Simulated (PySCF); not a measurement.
**Sn(2+) (tin, charge +2) across methods**

[Kr] 4d10 5s1 6s1, high-spin 3S determinant (an excited configuration). All numbers are calculated (PySCF 2.14, scalar relativity through the core potential, in aug-cc-pVDZ-PP with ECP28MDF (5s4p3d, 32 functions)).

| method | E (hartree) | mean ε 4d β (eV) | mean ε 5s α (eV) | mean ε 6s α (eV) | Σ⟨r²⟩ (bohr²) | ⟨S²⟩ |
| --- | --- | --- | --- | --- | --- | --- |
| PBE | -212.8185 | -48.229 | -30.480 | -11.589 | 51.43 | 2.000 |
| PW91 | -212.8968 | -48.329 | -30.600 | -11.614 | 51.32 | 2.000 |
| TPSS | -212.7395 | -48.223 | -30.178 | -11.549 | 51.53 | 2.000 |
| BLYP | -212.7727 | -48.152 | -30.550 | -11.354 | 51.45 | 2.000 |
| LDA | -212.4502 | -48.242 | -30.975 | -11.606 | 51.24 | 2.000 |
| PBE0 | -212.8339 | -51.060 | -31.457 | -11.975 | 51.96 | 2.000 |
| M06-2X | -212.7784 | -53.757 | -31.966 | -12.774 | 51.28 | 2.000 |
| UHF | -211.99758 | -58.350 | -33.791 | -12.729 | 54.51 | 2.000 |
| r2SCAN | -212.8909 | -49.006 | -30.581 | -11.503 | 51.99 | 2.001 |

Energies and moments cover only the electrons outside the core potential. The outer electron is Rydberg-like, and this basis confines it to a smaller radius and binds it less than a complete one would.
